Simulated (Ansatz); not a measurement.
Process, species as SMILES: COC(C)=O + H+ → COC(C)=[OH+] (at O, the best of the heteroatom sites tried; carbon was not tried)

Wanted: proton affinity (enthalpy at 298 K), in kcal/mol. Positive where the reaction releases energy. Terms: frozen cores in correlated levels; spin-orbit terms left out; 6-31G* and kin with 6d, 5d where marked; 6-311+G** with 5d; dispersion terms only where a functional's name holds one; LANL2DZ all-electron up to Ne; non-relativistic. CBS marks a two-point X^-3 extrapolation of the correlation energy; Hartree-Fock from the larger set. [CCSD(T)-MP2]/basis is that difference in the basis named. Ab initio and DFT rows: single points at B3LYP-D3(BJ) geometries (Ansatz, a first-principles code), with unscaled harmonic terms from B3LYP/6-31G* (Ansatz) at its own minima.

Coupled cluster (Ansatz) is a level with limits of its own, used here on species with T1 under 0.025 (0.045 for open shells) and stable references: RI-MP2/CBS(cc-pVTZ,cc-pVQZ)+[CCSD(T)-MP2]/cc-pVTZ.

Value to compare with, RI-MP2/CBS(cc-pVTZ,cc-pVQZ)+[CCSD(T)-MP2]/cc-pVTZ (Ansatz): 196.7 kcal/mol.

| level | program | proton affinity (enthalpy at 298 K) (kcal/mol) | difference |
|---|---|---|---|
| B3LYP/STO-3G | Ansatz | 243.9 | 47.2 |
| B3LYP/3-21G | Ansatz | 199.3 | 2.6 |
| B3LYP/LANL2DZ | Ansatz | 194.6 | -2.1 |
| B3LYP/6-31G | Ansatz | 195.0 | -1.7 |
| B3LYP/6-31G* | Ansatz | 197.9 | 1.2 |
| B3LYP/6-31+G* | Ansatz | 192.8 | -3.9 |
| B3LYP/6-31G** | Ansatz | 201.7 | 5.0 |
| B3LYP/def2-SVP | Ansatz | 199.2 | 2.5 |
| B3LYP/cc-pVDZ | Ansatz | 200.2 | 3.5 |
| B3LYP/6-311+G** | Ansatz | 195.9 | -0.8 |
| B3LYP/def2-TZVPD | Ansatz | 197.2 | 0.5 |

Among the 10 habitual levels, B3LYP/STO-3G lies farthest from RI-MP2/CBS(cc-pVTZ,cc-pVQZ)+[CCSD(T)-MP2]/cc-pVTZ (Ansatz) (47.2 kcal/mol); 6 of 10 lie above it, and their mean absolute difference is 7.0 kcal/mol, the median 2.5. One case shows no general order.

The sets are all those run for this method; left out are runs that failed, that the program found above a lower state of the same kind, or whose <S^2> lies over 0.5 above the pure value.
